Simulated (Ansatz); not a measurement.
`N[SiH](O)[SiH2]F` + H₂ → `O[SiH2][SiH2]F` + NH₃  (hydrogenolysis of the Si–N bond)

Computed with Ansatz on PBE0-D4/def2-TZVP structures; ΔE is electronic, products minus reactants. CCSD(T)/CBS is the MP2 limit (def2-TZVPP, def2-QZVPP) plus CCSD(T) − MP2 in def2-TZVPP, frozen cores. This one scheme is used for every species. DFT in def2-TZVPP. B3LYP here is the variant with VWN-RPA as its local correlation; programs differ in this. Each species was taken in one conformer, which may not be the lowest.

`N[SiH](O)[SiH2]F`:

```xyz
11

N    -0.257    1.614   -0.824
Si   -0.615   -0.036   -0.558
O    -0.104   -1.142   -1.673
Si    0.392   -0.583    1.499
F     1.293   -1.904    1.261
H    -0.763    2.158   -1.505
H     0.658    1.997   -0.652
H    -2.093   -0.137   -0.586
H     0.743   -1.567   -1.526
H    -0.570   -0.886    2.591
H     1.316    0.485    1.974
```

H₂:

```xyz
2

H    -0.342   -0.011    0.149
H     0.342    0.011   -0.149
```

`O[SiH2][SiH2]F`:

```xyz
9

O    -0.409    0.310   -1.861
Si   -0.442   -0.640   -0.509
Si    0.628    0.636    1.148
F     0.631   -0.213    2.514
H    -0.799   -0.033   -2.666
H     0.270   -1.933   -0.727
H    -1.838   -0.974   -0.104
H    -0.083    1.914    1.410
H     2.041    0.933    0.796
```

NH₃:

```xyz
4

N     0.201   -0.074    0.183
H     0.576    0.082   -0.745
H    -0.512   -0.788    0.099
H    -0.265    0.780    0.463
```

| level | ΔE (kJ/mol) | difference from CCSD(T)/CBS |
| --- | --- | --- |
| PBE-D4 | 47.0 | 1.5 |
| PBE0-D4 | 43.5 | -2.0 |
| ωB97X-V | 44.1 | -1.4 |
| ωB97M-V | 48.0 | 2.5 |
| B2PLYP | 42.2 | -3.3 |
| PBE | 41.1 | -4.4 |
| r2SCAN | 48.7 | 3.2 |
| PBE0 | 38.4 | -7.1 |
| B3LYP | 37.2 | -8.3 |
| HF/def2-TZVPP | 25.5 | -20.0 |
| MP2/def2-TZVPP | 49.5 | 4.0 |
| SCS-MP2/def2-TZVPP | 43.5 | -2.0 |
| CCSD/def2-TZVPP | 38.5 | -7.0 |
| SCS-MP2/def2-QZVPP | 45.2 | -0.3 |
| MP2/CBS(def2) | 52.3 | 6.8 |
| CCSD/CBS(def2) | 41.3 | -4.2 |
| CCSD(T)/CBS | 45.5 | 0 |

Largest T1 diagnostic among the species: 0.012.

In def2-TZVPP, CCSD(T) changes the Hartree–Fock value by +17.2 kJ/mol (the triples alone add +4.2 kJ/mol) and MP2 by +24.0 kJ/mol. The D4 term adds +9.4 kJ/mol with B3LYP and +5.1 kJ/mol with PBE0; it sums over pairs of atoms, weighted by their polarisabilities, and B3LYP, whose exchange is more repulsive, gets the larger term.
